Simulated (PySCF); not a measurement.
Structure elucidation problem

The spectra below were simulated for a compound C2H5F4PSi2.

1H NMR (600 MHz, computed): δ 5.79 (m, 1H), 4.62 (m, 1H), 4.07 (m, 1H), 1.31 (m, 2H).

13C{1H} NMR (computed): δ 174.4 (C), 141.1 (C).

Level of theory: geometry from GFN2-xTB, PBE0/pcSseg-1 with gauge-including orbitals, in PySCF (rapidly exchanging positions averaged, gas phase, non-relativistic Hamiltonian, one conformer).

References, each an isolated molecule treated in the same way: 1H and 13C against TMS.

Question: Propose a structure and justify it.

Answer: 
2 carbon signals for 2 carbons: no two carbons are equivalent. Carbon types of the structure: 2 × C, leaving 5 H on heteroatoms. δC 174.4, 141.1: fully substituted alkene carbon. δH 5.79: hydrogen on a silicon bonded to C, F, Si. δH 4.62, 4.07: hydrogen on a silicon bonded to P, Si. δH 1.31: hydrogen on a phosphorus bonded to Si.

Structure: SMILES FC(F)=C(F)[Si@H](F)[SiH2]P.

This is the structure that produced the data.

Splittings by 19F and 31P in the carbon and heteronuclear signals aren't shown, as no couplings were computed. Shifts are as computed. Against solution values, carbons near 30 ppm lie about +3 ppm off and those near 130 ppm about +5 ppm. Of 1211 compounds with measured shifts, 218 miss one by over three times the rms of a fit or turn the order of signals round; such compounds aren't used in these exercises. Multiplicities follow the n + 1 count of equivalent neighbours, as no J values were calculated; m marks all less simple cases, F and P coupling included.
